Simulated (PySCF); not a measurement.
Chain-length series, n-germane methyl/methyl (end groups after the name). Isolated molecules, 0 K electronic values unless said otherwise. One relaxed conformer stands for each flexible species; it need not be the lowest. Strings in code marks are SMILES. All members: neutral, multiplicity 1. Level: PBE0-D4/def2-TZVP // PBE0-D3(BJ)/def2-SVP (PySCF). Excitations are Tamm–Dancoff values on a coarser integration grid. The basis has no diffuse functions, so Rydberg states are missing or too high.

```tsv
species	n (atoms other than H)	1/n	S1 excitation (TDA) (eV)
`[CH3][GeH2][GeH2][GeH2][GeH2][GeH2][GeH2][CH3]`	8	0.1250	withheld
`[CH3][GeH2][GeH2][GeH2][GeH2][GeH2][CH3]`	7	0.1429	5.90
`[CH3][GeH2][GeH2][GeH2][GeH2][CH3]`	6	0.1667	6.29
`[CH3][GeH2][GeH2][GeH2][CH3]` (C–Ge–Ge–Ge torsion 180°, Ge–Ge–Ge–C torsion 180°)	5	0.2000	6.72
`[CH3][GeH2][GeH2][CH3]` (C–Ge–Ge–C torsion 179°)	4	0.2500	6.81
`[CH3][GeH2][CH3]`	3	0.3333	8.33
```

Fit S1 excitation (TDA) = a + b·x to the 5 complete rows by least squares, with x = 1/n. Give a, b and the rms residual, and predict the withheld value.

Means of the 5 rows: x̄ = 0.21858, ȳ = 6.81 eV. Σ(x − x̄)² = 0.022912 and Σ(x − x̄)(y − ȳ) = 0.27189, so b = 11.867 and a = ȳ − b·x̄ = 4.216 eV. The rms residual is 0.195 eV. At x = 0.125 the line gives 5.70 eV, outside the range of the fitted rows. The run for `[CH3][GeH2][GeH2][GeH2][GeH2][GeH2][GeH2][CH3]` gave 5.62 eV, so the line is off by 0.08 eV, within twice the rms residual.

Codes: PySCF.
